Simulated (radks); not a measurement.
These are the eigenvalues of the occupied orbitals of an atom or ion with whole-number occupations (hartree). All-electron calculation, Dirac Kohn-Sham, B86b exchange with PBE correlation, spin-unpolarised, spherical densities, point nucleus. Program: a radial shooting solver on a logarithmic mesh with Libxc functionals.

1s1/2: -2106.671
2s1/2: -354.0226
2p1/2: -337.1852
2p3/2: -303.4805
3s1/2: -79.60875
3p1/2: -72.22746
3p3/2: -65.14789
3d3/2: -52.53900
3d5/2: -50.99193
4s1/2: -16.01533
4p1/2: -13.06685
4p3/2: -11.47669
4d3/2: -6.62796
4d5/2: -6.33919
5s1/2: -2.27451
5p1/2: -1.46947
5p3/2: -1.26452
4f5/2: -0.52013
4f7/2: -0.47970
6s1/2: -0.36068
5d3/2: -0.30780

Which element is it, and in what charge state? The configuration may be excited. Open shells, if any, fill j = l - 1/2 first.

Answer. Z = 68, erbium, charge +1: Er+ in [Kr] 4d10 4f12 5s1 5p6 6s1 5d1. The list shows which subshells hold electrons but not how many an open one holds; the 1s level, -2106.7 hartree, gives Z - s = 64.9 by -(Z - s)^2/2, which with screening and relativity narrows Z to a few neighbours, and the depths of the outer levels then fix element, charge and occupations together.
